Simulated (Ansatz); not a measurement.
Geometry optimisation, RKS r2SCAN-D4/STO-3G (Ansatz).

input.yaml

```yaml
crystal:
  periodic: [false, false, false]
  atoms:
    - { symbol: Al, position_ang: [0.0, 0.0, 0.0] }
    - { symbol: H, position_ang: [0.0, 0.0, 1.56] }
    - { symbol: O, position_ang: [1.5415, 0.0, -0.89] }
    - { symbol: Si, position_ang: [2.3874, -1.376, -1.352] }
    - { symbol: H, position_ang: [1.4599, -2.3514, -1.9176] }
    - { symbol: H, position_ang: [3.3882, -1.0195, -2.3535] }
    - { symbol: H, position_ang: [3.0504, -1.9546, -0.187] }
    - { symbol: O, position_ang: [-1.5415, 0.0, -0.89] }
    - { symbol: Si, position_ang: [-2.6907, -1.2238, -0.8267] }
    - { symbol: H, position_ang: [-2.2881, -2.2198, 0.162] }
    - { symbol: H, position_ang: [-3.9833, -0.6595, -0.4496] }
    - { symbol: H, position_ang: [-2.8007, -1.8572, -2.1376] }
basis:
  gaussian: { orbitals: STO-3G }
hamiltonian:
  xc: r2scan
  dispersion: d4
relax:
  f_tol: 0.02
  max_steps: 40
```

Run as:

```bash
$ ansatz run input.yaml --threads 1 --pin off --max-ram 2048MiB --backend cpu --events-out ev --progress --plain --runs-dir out
```

Where does it end, and by what steps?

The run converged. The force dipped under the threshold on the way, but the program's further checks kept it going. Limits of this set-up: minimal basis. After 27 steps the energy has fallen by 0.861 eV; H5 moved furthest, 1.62 Å.

| step | energy less start (eV) | largest force component (eV/Å) | accepted |
| --- | --- | --- | --- |
| 0 | 0.0000 | 2.354 | yes |
| 1 | -0.3918 | 1.169 | yes |
| 2 | -0.4638 | 0.546 | yes |
| 3 | -0.5234 | 0.274 | yes |
| 4 | -0.5578 | 0.405 | yes |
| 5 | -0.6153 | 0.257 | yes |
| 6 | -0.6704 | 0.305 | yes |
| 7 | -0.7311 | 0.302 | yes |
| 8 | -0.7839 | 0.170 | yes |
| 9 | -0.8105 | 0.127 | yes |
| 10 | -0.8052 | 0.386 | no |
| 11 | -0.8152 | 0.072 | yes |
| 12 | -0.8135 | 0.318 | no |
| 13 | -0.8176 | 0.039 | yes |
| 14 | -0.8199 | 0.024 | yes |
| 15 | -0.8230 | 0.049 | yes |
| 16 | -0.8266 | 0.144 | yes |
| 17 | -0.8279 | 0.277 | yes |
| 18 | -0.8350 | 0.159 | yes |
| 19 | -0.8459 | 0.027 | yes |
| 20 | -0.8515 | 0.208 | yes |
| 21 | -0.8547 | 0.170 | yes |
| 22 | -0.8583 | 0.110 | yes |
| 23 | -0.8582 | 0.222 | no |
| 24 | -0.8600 | 0.021 | yes |
| 25 | -0.8608 | 0.019 | yes |
| 26 | -0.8611 | 0.032 | yes |
| 27 | -0.8612 | 0.008 | yes |

```xyz
12
Properties=species:S:1:pos:R:3
Al 0.010 -0.116 0.042
H -0.588 0.825 1.036
O 1.659 -0.077 -0.300
Si 2.253 -1.176 -1.444
H 1.672 -0.991 -2.763
H 3.681 -0.948 -1.550
H 2.049 -2.563 -1.058
O -0.808 -1.288 -0.856
Si -2.468 -1.517 -0.637
H -2.780 -2.054 0.678
H -3.235 -0.291 -0.797
H -2.921 -2.466 -1.633
```

Whether the end is a true minimum wasn't checked by a vibrational analysis.

Run time: 120 s on 1 thread of Arm Neoverse V2, with other jobs on the host, peak memory 0.15 GiB.
